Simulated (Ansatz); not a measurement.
ClH₅OSSi₂, SMILES `[SiH3]O[SiH](S)Cl`. The species carries charge 0 and has multiplicity 1. The geometry is a stationary point of PBE0-D4/def2-TZVP. It is one conformer, not always the lowest.

```xyz
10

Si    0.187    1.738    0.204
O    -0.741    0.383    0.107
Si   -0.717   -1.232    0.051
S     0.307   -1.997   -1.641
Cl    0.174   -1.910    1.770
H     0.360    2.116    1.627
H    -0.508    2.820   -0.530
H     1.517    1.483   -0.408
H    -2.101   -1.730   -0.016
H     1.522   -1.671   -1.165
```

**Question.** What is the dipole moment at B3LYP/def2-TZVPP? (An estimate is asked.)

**Answer.** Computed: 1.05 D, with components (0.39, 0.93, -0.28) D in this frame, pointing from negative to positive charge.

**Question.** And with PBE, r2SCAN, ωB97M-V? (Estimate.)

**Answer.** The calculation gave: PBE 1.03 D, r2SCAN 1.06 D, ωB97M-V 1.04 D.

**Question.** Give the Mulliken charges with B3LYP, r2SCAN, PBE in def2-TZVPP. (An estimate is asked.)

**Answer.** Ansatz gave: 
```
atom  B3LYP  r2SCAN    PBE
 Si1   0.41    0.43   0.34
  O2  -0.37   -0.41  -0.29
 Si3   0.59    0.62   0.49
  S4  -0.25   -0.25  -0.23
 Cl5  -0.24   -0.24  -0.21
  H6  -0.06   -0.07  -0.05
  H7  -0.06   -0.07  -0.05
  H8  -0.07   -0.07  -0.06
  H9  -0.05   -0.06  -0.05
 H10   0.11    0.11   0.12
```

B3LYP here is the variant with VWN-RPA as its local correlation; programs differ in this.
